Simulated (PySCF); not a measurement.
Vertical excitations of a molecule C5H7F from PySCF with TDA-B3LYP/def2-SVPD, as energy in eV (oscillator strength): 6.79 (0.240), 6.95 (0.008), 6.99 (0.057), 7.41 (0.036), 7.57 (0.015), 7.80 (0.020), 7.86 (0.029), 8.07 (0.091), 8.37 (0.039), 8.44 (0.031). Lowest triplet (TDA): 4.23 eV. The structure is a stationary point at ωB97X-D3(BJ)/def2-SVP. One conformer was computed; it need not be the lowest.

Identify the compound among the candidates.
(A) C#CC[C@@H](C)F
(B) C=CC1(F)CC1
(C) C=C1CC[C@@H]1F
(D) C[C@@H]1C=C[C@@H]1F

C, C=C1CC[C@@H]1F
